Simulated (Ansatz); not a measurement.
Z-matrix (Å, degrees):
```
C
Al 1 1.934
O 1 1.524 2 67.6
H 1 1.087 2 124.9 3 94.6
H 1 1.088 2 123.0 3 -99.0
C 2 1.995 1 111.0 3 82.6
H 2 1.583 1 125.4 3 -96.7
H 3 0.967 1 108.3 2 -102.1
F 6 1.424 2 106.1 1 -27.1
H 6 1.095 2 115.8 1 90.8
H 6 1.095 2 114.6 1 -144.1
```

Total charge 0; spin multiplicity 1. The bonds changed during the relaxation, so this is another structure than the one it started from.

(1) List the PBE0/def2-TZVPP orbital energies in eV (Ansatz 0.2.0). (Estimate.)

## Answers

(1) Ansatz gave: Occupied: -1527.12, -673.52, -524.15, -279.34, -278.98, -113.03, -73.12, -72.98, -72.95, -32.97, -29.59, -19.05, -18.83, -15.17, -13.58, -13.28, -13.23, -12.29, -11.62, -10.56, -9.76, -9.57, -7.71, -7.30. Lowest empty: -0.25, 0.68, 0.98, 1.76, 2.21, 2.54, 2.75, 3.16.
